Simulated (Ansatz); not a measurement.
Job for Ansatz (a first-principles code): U-wB97X-V/def2-TZVPP on GaH2I (SMILES [GaH2][I]), a point of a bond scan (R = 3.768 Å). Elements past Kr take the def2 small-core potentials; no spin–orbit coupling.

Ansatz 0.2 input:
```yaml
crystal:
  periodic: [false, false, false]
  atoms:
    - {symbol: Ga, position_ang: [-0.82101660, -1.27596731, 0.21510403]}
    - {symbol: H, position_ang: [-0.27059022, -2.26514816, 1.28725685]}
    - {symbol: H, position_ang: [-2.09922929, -1.41786168, -0.66637083]}
    - {symbol: I, position_ang: [1.19790456, 1.86170054, -0.31384762]}
basis:
  gaussian:
    orbitals: def2-TZVPP
hamiltonian:
  xc: {name: wB97X-V}
magnetization: {spin_polarized: true, initial_magnetization: 0}
```

The head of its log:

```
WARN ansatz: RAYON_NUM_THREADS=1 ignored (pool sized by the plan → 1); use --threads N
Functional definition: wB97X-V
integrals: 0.07 GiB planned
910 factors; their error is unknown
integrals: 0.10 GiB planned
196 factors; integrals over basis functions are off by at most 1.0e-4 eV
mean field: 0.91 GiB planned
mean field evaluation 1: about -60502.4035 eV, gradient 1.9e1 eV
mean field evaluation 2: about -60502.8768 eV, gradient 2.4e1 eV
```

Give the final energy of this run.

-2223.5148 hartree.
